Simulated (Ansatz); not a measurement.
`CCCCCC(C)C` + `CCCCCC` → `CCCCCCCCCCC` + `CCC`  (formal exchange of groups at a C–C bond)

Gas-phase electronic energies from Ansatz, PBE0-D4/def2-TZVP geometries. CBS: MP2 limit from def2 TZ/QZ plus the TZ coupled-cluster correction, frozen cores. Functionals use def2-TZVPP. Each species was taken in one conformer, which may not be the lowest.

Problem. Is it downhill or uphill in electronic energy at CCSD(T)/CBS, and by how much? (Estimate.)

Solution. The calculation gave: Uphill: ΔE = +0.04 eV.

Problem. What do these levels give: PBE-D4, ωB97X-V, PBE, PBE0, CCSD(T)/def2-TZVPP, HF/def2-QZVPP? (Best estimate.)

Solution. Ansatz gave: PBE-D4 0.03, ωB97X-V 0.03, PBE 0.00, PBE0 0.01, CCSD(T)/def2-TZVPP 0.04, HF/def2-QZVPP -0.04 eV.

Largest T1 diagnostic among the species: 0.009.

The D4 term adds +0.04 eV with B3LYP and +0.02 eV with PBE0; it sums over pairs of atoms, weighted by their polarisabilities, and B3LYP, whose exchange is more repulsive, gets the larger term. In def2-TZVPP, CCSD(T) changes the Hartree–Fock value by +0.08 eV (the triples alone add +0.01 eV) and MP2 by +0.09 eV.

B3LYP here is the variant with VWN-RPA as its local correlation; programs differ in this.
